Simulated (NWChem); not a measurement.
System: C5H10; SMILES C=CC(C)C

Here is an NWChem input.

```
start job
memory heap 200 mb stack 900 mb global 1100 mb
geometry units angstroms noautosym nocenter noautoz
  C      0.008260    -1.987875     0.234010
  C      0.605002    -0.906543    -0.270547
  C      0.023493     0.474133    -0.411621
  C      0.915465     1.496538     0.298239
  C     -1.424522     0.587739     0.043497
  H     -1.020364    -1.968923     0.604992
  H      0.533700    -2.944724     0.293407
  H      1.641293    -1.002684    -0.621836
  H      0.058389     0.713898    -1.492768
  H      0.558441     2.523163     0.121589
  H      1.957511     1.437979    -0.053277
  H      0.919936     1.320644     1.386085
  H     -1.806724     1.605357    -0.129081
  H     -1.520780     0.375314     1.120812
  H     -2.078204    -0.112657    -0.498342
end
basis spherical
  * library 6-31g*
end
dft
  xc xpbe96 cpbe96
  iterations 150
end
property
  response 1 0.0
end
task dft property
```

Coordinates come from a PBE0/def2-SVP optimisation.

Static field.

**Question.** Give the results of this calculation. (PBE/6-31G* (spherical d).) Quantities: basis functions; isotropic polarisability (bohr³); anisotropy (bohr³).

**Answer.** 
```yaml
number_of_basis_functions: 90
isotropic polarisability (bohr³): 53.5
anisotropy (bohr³): 24.2
```
